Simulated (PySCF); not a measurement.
**Excitation energy of I by level of theory**

I [Kr] 4d10 5s2 5p5 (2P) → I [Kr] 4d10 5s1 5p6 (2S), as a difference of total energies. All numbers are calculated (PySCF 2.14, scalar relativity through the core potential, in def2-QZVPPD with the def2 core potential (28 electrons) (8s7p5d4f1g, 91 functions)). Correlated levels: valence: 4s2 4p6 4d10 frozen. The calculations carry no spin-orbit coupling.

| method | excitation energy (eV) |
| --- | --- |
| UHF | 12.734 |
| MP2 (valence) | 10.914 |
| SCS-MP2 (valence) | 10.711 |
| CCSD (valence) | 9.564 |
| CCSD(T) (valence) | 8.241 |

Q: How much does correlation contribute at CCSD(T) (valence)?

A: 8.241 − (12.734) = -4.493 eV, measured against UHF.

The upper state lies above the first ionisation limit, where it may autoionise and the basis confines it.

The coupled-cluster amplitudes are large for the upper state (T1 above 0.03 or a double amplitude above 0.15), so a single reference is strained.
